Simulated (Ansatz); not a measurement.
One change: `[NH2][Nb](=[O])([OH])[F]` becomes `[NH2][Nb]([NH2])(=[O])[F]`.

Ansatz, PBE0-D4/def2-TZVP geometries, multiplicity 1. Each molecule was computed in one conformer, which needn't be the lowest.

Elements past krypton have def2 core potentials.

```
                                                                                  property  `[NH2][Nb](=[O])([OH])[F]`
                                                       LUMO energy (B3LYP/def2-TZVPP) / eV                       -1.43
                                                         LUMO energy (PBE/def2-TZVPP) / eV                       -2.02
                                            size of the dipole moment (PBE/def2-TZVPP) / D                        2.92
ideal-gas entropy at 298 K and 1 bar (rigid rotor, harmonic PBE0-D4/def2-TZVP) / J/(mol·K)                         349
                                        size of the dipole moment (ωB97M-V/def2-TZVPP) / D                        3.00
                                                     HOMO–LUMO gap (B3LYP/def2-TZVPP) / eV                        6.63
```

Problem. What does the change do to each property? (Best estimate.)

Solution. The calculation gave: 
```csv
property,`[NH2][Nb]([NH2])(=[O])[F]`,shift
LUMO energy (B3LYP/def2-TZVPP) / eV,-1.22,0.21
LUMO energy (PBE/def2-TZVPP) / eV,-1.82,0.20
size of the dipole moment (PBE/def2-TZVPP) / D,3.82,0.90
"ideal-gas entropy at 298 K and 1 bar (rigid rotor, harmonic PBE0-D4/def2-TZVP) / J/(mol·K)",354,5
size of the dipole moment (ωB97M-V/def2-TZVPP) / D,3.94,0.94
HOMO–LUMO gap (B3LYP/def2-TZVPP) / eV,6.36,-0.27
```

With PBE0 the HOMO rises by 0.48 eV and the LUMO rises by 0.19 eV, so the gap narrows by about 0.29 eV. PBE moves the HOMO by 0.42 eV and ωB97M-V by 0.52 eV. The zero-point energy changes by 31.4 kJ/mol with +3 modes. Dipoles are sizes alone; their direction can turn.

B3LYP here is the variant with VWN-RPA as its local correlation; programs differ in this.
